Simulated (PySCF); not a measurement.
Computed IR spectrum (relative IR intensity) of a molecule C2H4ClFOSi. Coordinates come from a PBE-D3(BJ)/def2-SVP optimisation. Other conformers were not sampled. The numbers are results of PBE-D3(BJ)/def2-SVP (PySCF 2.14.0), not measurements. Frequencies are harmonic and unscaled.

Lines under 2 % of the strongest are left out, and lines within 2 cm⁻¹ are merged.

ν (cm⁻¹): 24 (vw), 128 (w), 217 (vw), 320 (vw), 382 (m), 458 (vw), 543 (s), 749 (vs), 776 (m), 877 (vs), 942 (w), 1127 (m), 1297 (m), 1371 (w), 1376 (w), 1728 (s), 2227 (s), 3096 (vw) (against the strongest line: vs over 80 %, s over 45 %, m over 15 %, w over 4 %, vw less)

Which molecule gave these data?
(A) O[SiH2]/C=C(/F)Cl
(B) O[Si@H](Cl)/C=C\F
(C) CC(=O)[Si@@H](F)Cl
(D) F[Si@@]1(Cl)CCO1

C, CC(=O)[Si@@H](F)Cl
